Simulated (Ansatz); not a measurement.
Basis sets compared for the cluster AsP2. The state is a doublet with charge 0. Geometry PBE-D4/def2-TZVP. Ansatz on 4 threads of Arm Neoverse V1 on a shared host; times are rough, and most runs start from earlier orbitals.

```xyz
3

P     0.5208   -0.6973    0.8372
P     0.7742    0.2235   -0.9792
As   -1.2950    0.4738    0.1421
```

The structure comes from a short search, and lower isomers may exist.

Binding counts from free atoms (P quartet, As quartet) in the same basis, without a counterpoise term.

| level | functions | energy (Eh) | HOMO (eV) | LUMO (eV) | binding per atom (eV) | wall time |
| --- | --- | --- | --- | --- | --- | --- |
| PBE-D4/def2-SVP | 68 | -2917.4494 | -4.64 | -4.00 | 2.53 | 0.85 s |
| PBE-D4/def2-TZVP | 122 | -2917.9645 | -4.67 | -4.03 | 2.61 | 1.4 s |
| r2SCAN-D4/def2-TZVP (with forces) | 122 | -2918.5404 | -5.03 | -4.01 | 2.41 | 4.5 s |
| PBE0-D4/def2-SVP | 68 | -2917.5604 | -5.73 | -3.27 | 2.30 | 1.1 s |
| PBE0-D4/def2-TZVP | 122 | -2918.0741 | -5.71 | -3.27 | 2.40 | 5.5 s |

(1) Estimate the rows for PBE-D4/def2-TZVPD, r2SCAN-D4/def2-TZVPD, PBE0-D4/def2-TZVPD.

## Answers

(1) 
| level | functions | energy (Eh) | HOMO (eV) | LUMO (eV) | binding per atom (eV) | wall time |
| --- | --- | --- | --- | --- | --- | --- |
| PBE-D4/def2-TZVPD | 140 | -2917.9661 | -4.72 | -4.08 | 2.62 | 2.1 s |
| r2SCAN-D4/def2-TZVPD | 140 | -2918.5417 | -5.06 | -4.04 | 2.41 | 5.5 s |
| PBE0-D4/def2-TZVPD | 140 | -2918.0755 | -5.74 | -3.31 | 2.41 | 3.3 s |
